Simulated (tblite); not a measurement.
A geometry optimisation, step by step.

Species: C3H11FSeSi3.
Atom-mapped SMILES: `[F:1]/[CH:2]=[C:3](/[CH2:4][SiH3:5])[SiH2:6][Se:7][SiH3:8]` (hydrogens: H9 on C2; H10, H11 on C4; H12, H13, H14 on Si5; H15, H16 on Si6; H17, H18, H19 on Si8)

Computed with GFN2-xTB (tblite), gas phase: L-BFGS steps from a force-field or distance-geometry start until the largest atomic force falls under 0.01 eV/Å. 5 of its 271 geometries are shown.

Step 0: E = -684.3062 eV, largest atomic force 1.494 eV/Å
```
atom  x, y, z in Å  |  force x, y, z in eV/Å
F1     -0.755   -2.452    1.608   -0.689   0.718  -0.724
C2     -1.228   -1.609    0.630    1.229   0.027  -0.298
C3     -0.380   -1.038   -0.237   -1.445   0.219  -0.312
C4     -0.933   -0.144   -1.344    0.032  -1.115   0.096
Si5    -1.517    1.498   -0.659   -0.445   0.869   0.216
Si6     1.429   -1.401   -0.193    0.861  -0.476   0.027
Se7     2.294   -1.107    1.905    0.033   0.177  -0.131
Si8     1.731    1.103    1.923   -0.155   0.302   0.329
H9     -2.286   -1.427    0.589   -0.217  -0.352   0.436
H10    -0.158    0.048   -2.097   -0.225  -0.255   0.167
H11    -1.783   -0.661   -1.843    0.582   0.276   0.245
H12    -0.365    2.286   -0.216   -0.028  -0.007  -0.009
H13    -2.449    1.288    0.463    0.128   0.014  -0.161
H14    -2.199    2.236   -1.740    0.054  -0.119   0.127
H15     1.638   -2.793   -0.580    0.067  -0.040   0.093
H16     2.145   -0.532   -1.127   -0.010   0.099   0.002
H17     2.388    1.769    3.053   -0.006  -0.210  -0.119
H18     0.267    1.213    2.075    0.235  -0.047  -0.031
H19     2.149    1.732    0.666   -0.001  -0.080   0.047
```

Step 68: E = -684.5252 eV, largest atomic force 0.060 eV/Å
```
atom  x, y, z in Å  |  force x, y, z in eV/Å
F1     -0.759   -2.462    1.544    0.027   0.008   0.011
C2     -1.262   -1.701    0.554   -0.002  -0.024  -0.007
C3     -0.484   -1.115   -0.344    0.007   0.000   0.010
C4     -1.098   -0.269   -1.410    0.004   0.008   0.013
Si5    -1.397    1.506   -0.774   -0.024   0.053   0.014
Si6     1.391   -1.362   -0.290    0.010  -0.014  -0.050
Se7     2.398   -0.869    1.706   -0.004  -0.050   0.005
Si8     1.780    1.272    2.164   -0.013  -0.002   0.000
H9     -2.341   -1.644    0.600   -0.009  -0.022   0.012
H10    -0.455   -0.251   -2.288    0.013  -0.005   0.004
H11    -2.054   -0.695   -1.717   -0.012  -0.009  -0.002
H12    -0.119    2.123   -0.416    0.002   0.004  -0.024
H13    -2.258    1.419    0.407    0.005   0.019  -0.005
H14    -2.064    2.275   -1.826    0.018  -0.013  -0.006
H15     1.721   -2.771   -0.490    0.002   0.045  -0.001
H16     1.971   -0.491   -1.320   -0.012  -0.023   0.040
H17     2.488    1.598    3.393    0.023  -0.007   0.000
H18     0.333    1.328    2.336   -0.042   0.003  -0.012
H19     2.197    2.115    1.048    0.007   0.028  -0.002
```

Step 135: E = -684.5439 eV, largest atomic force 0.024 eV/Å
```
atom  x, y, z in Å  |  force x, y, z in eV/Å
F1     -0.629   -2.490    1.596    0.010   0.002   0.000
C2     -1.217   -1.763    0.626    0.010   0.013  -0.005
C3     -0.512   -1.123   -0.294    0.009  -0.006  -0.010
C4     -1.200   -0.313   -1.340   -0.002  -0.002  -0.006
Si5    -1.259    1.545   -0.897   -0.020  -0.005   0.012
Si6     1.375   -1.256   -0.334    0.005   0.007   0.006
Se7     2.402   -0.883    1.672    0.001   0.004   0.004
Si8     1.700    1.212    2.230    0.005  -0.005  -0.006
H9     -2.296   -1.781    0.716   -0.001   0.006   0.004
H10    -0.681   -0.438   -2.291   -0.012  -0.002   0.001
H11    -2.222   -0.672   -1.477   -0.001  -0.006   0.001
H12     0.102    2.070   -0.785    0.002   0.004   0.004
H13    -1.970    1.701    0.373    0.007   0.005  -0.010
H14    -1.985    2.228   -1.969    0.006   0.008  -0.001
H15     1.788   -2.609   -0.690   -0.003  -0.010  -0.003
H16     1.865   -0.258   -1.289    0.002  -0.009   0.001
H17     2.281    1.445    3.544   -0.001  -0.003   0.000
H18     0.240    1.237    2.247   -0.012   0.001   0.002
H19     2.207    2.157    1.237   -0.005  -0.004   0.006
```

Step 202: E = -684.5614 eV, largest atomic force 0.026 eV/Å
```
atom  x, y, z in Å  |  force x, y, z in eV/Å
F1     -0.334   -2.184    1.766   -0.008  -0.012  -0.014
C2     -1.041   -1.551    0.806   -0.009   0.000   0.005
C3     -0.454   -1.044   -0.266   -0.005   0.010   0.009
C4     -1.248   -0.312   -1.291    0.004  -0.010   0.003
Si5    -1.142    1.583   -1.053    0.007  -0.002  -0.011
Si6     1.408   -1.258   -0.517   -0.013  -0.002  -0.022
Se7     2.705   -0.530    1.217    0.001   0.016   0.020
Si8     1.477    1.029    2.347   -0.005  -0.004   0.010
H9     -2.097   -1.520    1.045    0.001   0.000   0.007
H10    -0.882   -0.571   -2.284    0.003   0.004   0.003
H11    -2.296   -0.613   -1.241    0.004  -0.007   0.004
H12     0.259    1.999   -0.986   -0.004  -0.008  -0.011
H13    -1.828    1.936    0.190   -0.001   0.005   0.017
H14    -1.811    2.200   -2.199    0.002   0.014   0.004
H15     1.733   -2.675   -0.659    0.006   0.015   0.000
H16     1.776   -0.477   -1.702    0.014  -0.019   0.000
H17     2.044    1.030    3.688   -0.003  -0.003  -0.012
H18     0.069    0.648    2.330    0.007  -0.005  -0.003
H19     1.651    2.319    1.684   -0.002   0.007  -0.009
```

Step 270: E = -684.6006 eV, largest atomic force 0.010 eV/Å
```
atom  x, y, z in Å  |  force x, y, z in eV/Å
F1     -0.516   -2.262    1.690    0.000  -0.002   0.003
C2     -1.152   -1.573    0.715    0.003  -0.001  -0.003
C3     -0.498   -1.042   -0.305   -0.001   0.002   0.001
C4     -1.234   -0.267   -1.343   -0.002   0.003  -0.003
Si5    -1.061    1.629   -1.115    0.002  -0.010  -0.001
Si6     1.375   -1.267   -0.442   -0.002  -0.008  -0.001
Se7     2.529    0.514    0.433    0.003   0.004  -0.001
Si8     1.508    1.006    2.421    0.007  -0.002  -0.002
H9     -2.219   -1.529    0.895    0.000  -0.003   0.004
H10    -0.858   -0.537   -2.330   -0.004   0.004   0.002
H11    -2.294   -0.527   -1.313    0.005   0.000  -0.001
H12     0.290    2.051   -1.471    0.002   0.003   0.003
H13    -1.367    1.953    0.281   -0.002  -0.003   0.000
H14    -2.037    2.255   -2.008   -0.002   0.004  -0.002
H15     1.804   -2.479    0.248   -0.003   0.006   0.001
H16     1.751   -1.250   -1.853    0.001  -0.002   0.001
H17     2.495    0.763    3.465   -0.001  -0.001   0.006
H18     0.336    0.158    2.570   -0.006   0.001  -0.007
H19     1.137    2.414    2.339    0.001   0.005   0.001
```

**Question.** Summarise the path.

**Answer.** The energy falls by 6.79 kcal/mol from step 0 to step 270; nine tenths of that is first reached at step 227. It rises by more than 0.2 meV at steps 239 and 240. The largest force goes from 1.494 to 0.010 eV/Å. Among the bonds C4–Si5 changes most (a near tie, within 0.001 Å, with another), from 1.872 to 1.918 Å; the atoms move by 1.027 Å rms after alignment.

**Question.** Follow the three bonds and two angles with the largest change from start to end.

**Answer.** 
```tsv
step	E above end (kcal/mol)	largest force (eV/Å)	C4–Si5 (Å)	C3–Si6 (Å)	C3–C4 (Å)	Si6–Se7–Si8 (°)	F1–C2–H9 (°)
0	6.79	1.494	1.872	1.846	1.527	92.2	118.0
12	2.93	0.158	1.917	1.892	1.494	96.3	111.9
23	2.41	0.141	1.910	1.894	1.495	98.2	111.7
35	2.09	0.048	1.913	1.893	1.494	102.5	112.1
47	2.01	0.037	1.913	1.892	1.493	103.3	111.9
59	1.88	0.041	1.911	1.892	1.493	104.0	111.7
70	1.72	0.050	1.910	1.893	1.494	105.3	111.7
82	1.53	0.066	1.912	1.891	1.491	105.6	111.7
94	1.40	0.031	1.911	1.890	1.490	104.5	111.6
106	1.36	0.030	1.913	1.892	1.491	103.7	111.5
117	1.35	0.014	1.912	1.892	1.491	103.3	111.6
129	1.33	0.043	1.911	1.892	1.491	103.2	111.6
141	1.30	0.030	1.913	1.892	1.491	103.1	111.5
153	1.26	0.019	1.913	1.892	1.491	103.3	111.5
164	1.20	0.085	1.913	1.893	1.491	103.8	111.6
176	1.03	0.045	1.913	1.893	1.491	106.3	111.4
188	0.94	0.021	1.913	1.891	1.489	107.0	111.6
200	0.91	0.023	1.913	1.891	1.489	106.8	111.5
211	0.87	0.030	1.913	1.891	1.489	106.4	111.7
223	0.75	0.062	1.914	1.892	1.489	107.3	111.7
235	0.46	0.077	1.913	1.891	1.488	108.2	111.6
247	0.09	0.064	1.916	1.890	1.489	107.0	111.4
258	0.01	0.021	1.917	1.892	1.489	106.0	111.2
270	0.00	0.010	1.918	1.891	1.489	105.9	111.4
```

The cost below is that of the whole relaxation. The run took 3.2 s on one thread of an Arm Neoverse V1, shared host.
